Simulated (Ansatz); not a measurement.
Reaction (ligand exchange at the Si–F bond): `F[SiH]1CO1` + HI → `I[SiH]1CO1` + H–F

Isolated molecules relaxed with PBE0-D4/def2-TZVP in Ansatz; ΔE leaves out vibrations. CBS: MP2 limit from def2 TZ/QZ plus the TZ coupled-cluster correction, frozen cores. This one scheme is used for every species. Functionals use def2-TZVPP. B3LYP here is the variant with VWN-RPA as its local correlation; programs differ in this. HSE06 is defined as in plane-wave codes. Elements past krypton have def2 core potentials. For I outer-core shells are correlated without core-valence functions, which leaves a few kJ/mol of doubt a bond.

| level | ΔE (kcal/mol) | difference from CCSD(T)/CBS |
| --- | --- | --- |
| PBE-D4 | 10.1 | -1.5 |
| revPBE-D4 | 9.6 | -2.0 |
| PBE0-D4 | 10.4 | -1.2 |
| B3LYP-D4 | 13.9 | 2.3 |
| r2SCANh-D4 | 13.0 | 1.4 |
| r2SCAN0-D4 | 12.7 | 1.1 |
| HSE06-D4 | 10.2 | -1.4 |
| BHLYP-D4 | 14.5 | 2.9 |
| PBE-QIDH | 11.5 | -0.1 |
| LC-ωPBE | 14.0 | 2.4 |
| RPA@PBE/def2-TZVPP | 14.8 | 3.2 |
| HF/def2-SVP | 16.1 | 4.5 |
| MP2/def2-SVP | 12.9 | 1.3 |
| CCSD(T)/def2-SVP | 14.0 | 2.4 |
| MP2/def2-QZVPP | 10.2 | -1.4 |
| SCS-MP2/def2-QZVPP | 12.6 | 1.0 |
| CCSD(T)/CBS | 11.6 | 0 |

(1) What do rigid-rotor, harmonic-oscillator terms from PBE0-D4/def2-TZVP frequencies (298.15 K, 1 bar) make of the CCSD(T)/CBS value? (Best estimate.)

Largest T1 diagnostic among the species: 0.013.

Answers

(1) The calculation gave: ΔZPE = +1.3 kcal/mol, ΔH = +13.3 kcal/mol, ΔS = 0 J/(mol·K), ΔG = +13.2 kcal/mol.

Leaving LDA and LC-ωPBE aside and taking each functional with its dispersion term where it has one, the values, not all of them listed here, spread over 6.7 kcal/mol, from revPBE-D4 to CAM-B3LYP-D4. The D4 term adds −1.9 kcal/mol with B3LYP and −1.0 kcal/mol with PBE0; it sums over pairs of atoms, weighted by their polarisabilities, and B3LYP, whose exchange is more repulsive, gets the larger term.
